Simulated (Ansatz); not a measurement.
The same ligand exchange along the group O, S, Se.

Isolated molecules relaxed with PBE0-D4/def2-TZVP in Ansatz; ΔE leaves out vibrations. CCSD(T)/CBS adds triple-zeta CCSD(T) − MP2 to the extrapolated MP2 energy (def2 sets, frozen cores). This one scheme is used for every species. DFT in def2-TZVPP. For As, Se outer-core shells are correlated without core-valence functions, which leaves a few kJ/mol of doubt a bond. Scalar relativity is left out up to krypton.

```
                                  reaction  CCSD(T)/CBS(def2) (kcal/mol)
      `CO[AsH2]` + NH₃ → `N[AsH2]` + CH₃OH                           4.9
      `CS[AsH2]` + NH₃ → `N[AsH2]` + CH₃SH                             ?
`C[Se][AsH2]` + NH₃ → `N[AsH2]` + `C[SeH]`                          19.2
```

Question: Fill in the missing values. (Estimate.)

Answer: Ansatz gave: `CS[AsH2]` + NH₃ → `N[AsH2]` + CH₃SH: +14.7 kcal/mol.

Largest T1 diagnostic: 0.012, for `CO[AsH2]`.
